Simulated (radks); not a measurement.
Species: Ca I. Configuration: [Ar] 4s1.5 4p0.5 (fractional occupations, a model configuration). Method: scalar-relativistic Kohn-Sham, PBE, spin-unpolarised, spherical densities, point nucleus; computed with a radial shooting solver on a logarithmic mesh with Libxc functionals.

Local quantities along the radius. ELF = 1/(1 + alpha^2) is the electron localisation function; alpha = (tau - tau_W)/tau_unif compares the Pauli kinetic energy density with that of the uniform gas. tau is taken from the large components.

```
   r/bohr * ELF (the largest magnitude, 1, reaches the edge; | marks zero)
 0.005079 |                                                      *
  0.00672 |                                                      *
 0.008891 |                                                      *
  0.01186 |                                                      *
  0.01569 |                                                      *
  0.02076 |                                                      *
  0.02747 |                                                      *
  0.03635 |                                                      *
  0.04848 |                                                     *
  0.06414 |                                                *
  0.08487 |                                *
   0.1123 |               *
   0.1486 |                *
   0.1982 |                                  *
   0.2622 |                                             *
   0.3469 |                                             *
    0.459 |                           *
   0.6122 |     *
     0.81 |                          *
    1.072 |                                               *
    1.418 |                                             *
    1.876 |                       *
    2.503 |   *
    3.311 |                  *
    4.381 |                                            *
    5.797 |                               *
     7.67 |       *
    10.23 |*
    13.54 *
```

On this mesh the ELF has minima near r = 0.13, 0.61, 2.5 bohr, which separate the shells, and maxima near 0.30 (0.85), 1.2 (0.88), 4.4 (0.81).
